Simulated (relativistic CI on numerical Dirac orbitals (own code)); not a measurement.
# One change at a time: Sc³⁺

Base calculation: Dirac-Coulomb-Breit CI, KLI orbitals optimised for each configuration, model QED (radiative potential, 1s self-energy scaled to tabulated hydrogen-like ionisation energies), valence Slater integrals scaled by 0.85, P86 correlation energy added to each configuration.

Configuration list (outside the closed core [Ne]): 3s2.3p6, 3s2.3p5.3d, 3s.3p6.3d, 3s2.3p5.4s, 3s2.3p5.4p, 3s2.3p5.4d, 3s2.3p5.5s, 3s2.3p5.5p, 3s2.3p5.4f, 3s2.3p5.5d, 3s2.3p5.6s, 3s2.3p5.5f, 3s2.3p5.6p, 3s2.3p5.5g, 3s2.3p5.6d, 3s.3p6.4s, 3s.3p6.4p, 3s.3p6.4d, 3s.3p6.5s, 3s.3p6.5p, 3s.3p6.4f, 3s.3p6.5d, 3p6.3d2, 3p5.3d3, 3p5.3d2.4s, 3p5.3d2.4p, 3p5.3d2.4d, 3p5.3d2.5s. Double excitations out of closed p, d and f shells are left out; levels of such configurations are missing from the list, as are those of other unlisted configurations, and high levels can miss mixing partners. These lack a partner that the ground configuration has and come out too high: 3s2.3p5.5p, 3s2.3p5.4f, 3s2.3p5.5d, 3s2.3p5.6s, 3s2.3p5.5f.

Variants: (1) no correlation estimate; (2) Slater integrals left unscaled; (3) QED terms removed; (4) one mean potential for all configurations. Shifts of the energy above 3s2.3p6 1S_0, in cm⁻¹, for the lowest level and the first level of each name with at least 55 % of one term (blank where a level changes its place among those of its configuration and J or its character, or is not in the variant):

```
           Level    Base   Δ(1)   Δ(2)  Δ(3)   Δ(4)  Measured
    3s2.3p6 1S_0       0      0      0     0      0         0
3s2.3p5.3d 3P°_0  240746  -1324  -3681    -2     +1    239723
3s2.3p5.3d 3P°_1  241418  -1324  -3667    -4     +3          
3s2.3p5.3d 3P°_2  242813  -1324  -3642    -7     +6          
3s2.3p5.3d 3F°_4  250490  -1321  -2028    -3     -2    250708
3s2.3p5.3d 3F°_3  251930  -1321  -2001    -6     -1    252108
3s2.3p5.3d 3F°_2  253260  -1321  -2008    -9     +2          
3s2.3p5.3d 3D°_3  268063  -1318  +1054    -4     +7          
3s2.3p5.3d 1D°_2  268568  -1317   +968    -5     +7          
3s2.3p5.3d 3D°_1  269545  -1317  +1001    -7     +9    269426
3s2.3p5.3d 3D°_2  269866  -1317   +990    -9    +11          
3s2.3p5.3d 1F°_3  271054  -1319  +1173    -9    +10          
3s2.3p5.4s 3P°_2  335870  -6487   -506   -50  +4829    333091
3s2.3p5.4s 3P°_1  337287  -6237    +18   -46  +6409          
3s2.3p5.4s 3P°_0  340175  -6488   -510   -61  +4941    337340
 3s2.3p5.4p 3S_1  373199  -6920  -2152   -18  +4996    371735
 3s2.3p5.4p 3D_3  380355  -6915   -500   -17  +5476    378077
 3s2.3p5.4p 3D_2  380796  -6915   -377   -17  +5577    378419
 3s2.3p5.4p 3D_1  382522  -6915   -318   -20  +5604    380148
 3s2.3p5.4p 3P_0  387053  -6913   +419   -23  +5960    384818
 3s2.3p5.4p 3P_1  387904  -6913   +327   -26  +5938    385570
 3s2.3p5.4p 1S_0  399818  -6956  +3165   -22  +7981    397511
```

For a near-neutral ion this model can misplace configurations by up to about 10,000 cm⁻¹ (more where the count of f electrons changes) and terms by 10 to 25 % of their spread. Rates follow the energies as ν³ (E1, M1) or ν⁵ (E2), so they and the lifetimes can be off by large factors. The fine structure of a lone outer electron comes out too small, for d and f at times inverted, and misplaced configurations move strength between like terms. 50 of the 69 excited levels that our extract of the measured tables holds in this range could be paired (the sources list more); they are missed by 6320 cm⁻¹ on average and 60866 at most, and levels without a partner can miss by more.

Measured levels: Sugar and Corliss, J. Phys. Chem. Ref. Data 9, 473 (1980).

Ionisation energy from the two ground configurations alone: base 73.66 eV; no correlation estimate 72.3 eV. The NIST ASD value (measured) is 73.4894 eV.

LS names give the leading component of a level, which can be under half, so a name can repeat, a term be missing and a line seem to break the LS rules.
